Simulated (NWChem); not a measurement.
## Lowest excitation of silylphosphine (H₅PSi)

```xyz
7

Si    -1.0750     0.0955     0.2241
P      1.1290    -0.0772    -0.3490
H     -1.8516    -0.8869    -0.6096
H     -1.5361     1.4869    -0.1148
H     -1.3593    -0.1700     1.6789
H      1.2981    -1.3190     0.3647
H      1.5638     0.7099     0.7785
```
Charge 0, spin multiplicity 1.

The numbers come from NWChem runs, not from measurements. All single points use one geometry, from PBE/def2-SVP, a minimum by its harmonic frequencies.

Basis set: aug-cc-pVDZ.

| method | lowest vertical singlet excitation energy (eV) | relative cost | difference from EOM-CCSD |
|---|---|---|---|
| TD-CAM-B3LYP | 6.30 | under 3 | -0.10 |
| EOM-CCSD | 6.40 | under 3 | 0.00 |
| TD-B3LYP | 6.04 | under 3 | -0.37 |
| TD-PBE | 5.78 | 1 | -0.62 |
| CIS | 6.92 | under 3 | +0.51 |

The values span 1.13 eV, from TD-PBE (lowest) to CIS (highest). The cost column gives rough processor time relative to TD-PBE; each entry includes its own SCF.

The correlated methods keep 10 core orbitals frozen. B3LYP has NWChem's definition, with VWN1-RPA local correlation. GW and range-separated runs recompute their integrals, the others keep them in memory, which bears on the times. No row is a measurement; the coupled-cluster row has its own basis-set and correlation limits.
